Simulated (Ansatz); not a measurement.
AlClFGaH₂, one more setting.

```yaml
crystal:
  periodic: [false, false, false]
  atoms:
    - {symbol: F, position_ang: [-1.303201, 0.643161, -0.412141]}
    - {symbol: Al, position_ang: [0.398645, 0.377162, -0.398861]}
    - {symbol: Ga, position_ang: [-1.235251, -0.857468, 1.404497]}
    - {symbol: Cl, position_ang: [0.354130, -1.802393, -0.671153]}
    - {symbol: H, position_ang: [1.374373, 1.272774, -1.237749]}
    - {symbol: H, position_ang: [0.453403, 0.302663, 1.269208]}
basis:
  gaussian: {orbitals: pcseg-2, fitting: {mean_field: def2-universal-jkfit}}
magnetization: {spin_polarized: true, initial_magnetization: 2}
hamiltonian: {xc: {name: wB97M-V}}
output: {forces: true}
```

```sh
$ ansatz run in.yaml --threads 2 --pin off --events-out ev --progress --plain --max-ram 4352MiB
```

Output, abridged:

```
Functional definition: wB97M-V
635 factors; integrals over basis functions are off by at most 1.3e0 eV
635 factors; integrals over basis functions are off by at most 1.6e-5 eV
mean field evaluation 1: about -74240.8131 eV, gradient 2.9e1 eV
mean field evaluation 2: about -74239.9312 eV, gradient 4.1e1 eV
mean field evaluation 4: about -74244.9911 eV, gradient 2.2e0 eV
mean field evaluation 8: about -74245.1329 eV, gradient 1.5e-1 eV
mean field evaluation 16: about -74245.1428 eV, gradient 3.9e-2 eV
mean field evaluation 32: about -74245.1390 eV, gradient 7.7e-1 eV
mean field -74245.14691082 eV, -2728.4588238044 hartree, gradient 4.7e-6 eV, S^2 2.003629; 4 other end points of the search recorded, 0 dependent functions left out
reference -74245.14696697 eV, -2728.4588258681 hartree; 37, 35 occupied and 132, 134 virtual orbitals, 635 factors
Total energy: -74245.14696697 eV, -2728.4588258681 hartree
Atom 0 at    -1.303201     0.643161    -0.412141 Å, force     0.358953     0.126604    -0.229258 eV/Å
Atom 1 at     0.398645     0.377162    -0.398861 Å, force    -0.342120     0.187693    -0.743050 eV/Å
Atom 2 at    -1.235251    -0.857468     1.404497 Å, force     1.078501     0.103005    -0.112823 eV/Å
Atom 3 at     0.354130    -1.802393    -0.671153 Å, force    -0.303070     0.095939     0.246570 eV/Å
Atom 4 at     1.374373     1.272774    -1.237749 Å, force    -0.027284    -0.137706     0.173819 eV/Å
Atom 5 at     0.453403     0.302663     1.269208 Å, force    -0.764981    -0.375535     0.664742 eV/Å
Dipole moment:    -0.000215     0.044507     0.329740 e Å
```

Hardware: 2 threads of an Arm Neoverse V2 on a shared host. Wall time 57 s, peak host memory 0.94 GiB.
